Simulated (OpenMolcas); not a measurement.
An OpenMolcas run meant for Ni⁵⁺ (ANO-L-VDZP, non-relativistic; inactive shells 1s 2s 2p 3s 3p; intended active space 5 electrons in 5 orbitals (3d)). One step of its input:

```
&CASPT2
Multistate=1 1
Frozen=2 3
IPEA=0.25
Imaginary=0.1
MaxIter=60
WThr=0.0 0.3 0.05
PrWF=0.5
NoMix
Deleted=6 8
```

The run finished. Its levels beside those of a sound run (SS-CASPT2, IPEA 0.25 Eh, imaginary shift 0.1 Eh (closed shells correlated: 3s 3p)), in cm-1 above each run's lowest level:

```csv
Level,This run,Usual run
3d5 6S 5/2,0.0,0.0
3d5 4G 5/2,45603,43949
3d5 4G 7/2,45699,44035
3d5 4G 11/2,45729,44059
3d5 4G 9/2,45757,44086
3d5 4P 5/2,46581,47527
3d5 4P 3/2,46737,47707
3d5 4P 1/2,46925,47945
3d5 4D 7/2,53380,52648
3d5 4D 1/2,53578,52868
3d5 4D 3/2,53697,53036
3d5 4D 5/2,53715,53073
```

Q: Which setting is unsound, and how much does it matter here?

A: Nearly half of the orbitals are deleted from the virtual space, which removes much of the correlation energy. Against the sound run the excited levels shown move by 1100 cm-1 on average and by 1700 cm-1 at most.

CASPT2 breaks the degeneracy within a term, and the mean is taken; among the terms shown or strongly mixed into the levels shown the widest spread is 44 cm-1 (3d5 4G, this run). Some high roots are left out of the spin-orbit mixing, which shifts the levels that they would mix with. The basis is small and was not contracted for so high a charge. Only configurations of the active space appear.
